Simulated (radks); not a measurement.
The iron ion Fe4+, configuration [Ar] 3d3 4p1 (not the ground configuration). Calculated with a radial shooting solver on a logarithmic mesh with Libxc functionals: non-relativistic Kohn-Sham, BLYP, spin-polarised, spherical densities, point nucleus; open shells are filled with parallel spins first.

Normalised radial functions P(r) = r R(r), r in bohr:

r	4p up
0.0022	0.0004
0.002865	0.0007
0.003701	0.0011
0.004819	0.0018
0.006225	0.0030
0.008106	0.0049
0.01056	0.0081
0.01363	0.0129
0.01775	0.0208
0.02293	0.0324
0.02986	0.0503
0.03858	0.0749
0.05023	0.1093
0.06489	0.1507
0.08449	0.1976
0.1091	0.2369
0.1421	0.2525
0.1836	0.2203
0.239	0.1174
0.3113	-0.0555
0.4021	-0.2502
0.5236	-0.3938
0.6763	-0.3817
0.8806	-0.1616
1.138	0.2020
1.481	0.5788
1.913	0.7710
2.491	0.6915
3.218	0.4268
4.191	0.1675
5.413	0.0405
7.049	0.0048

4p up: eigenvalue -39.637 eV, 2 radial nodes at r = 0.288, 0.995 bohr, <r> = 2.21 bohr, 90 % of the charge inside 3.19 bohr.
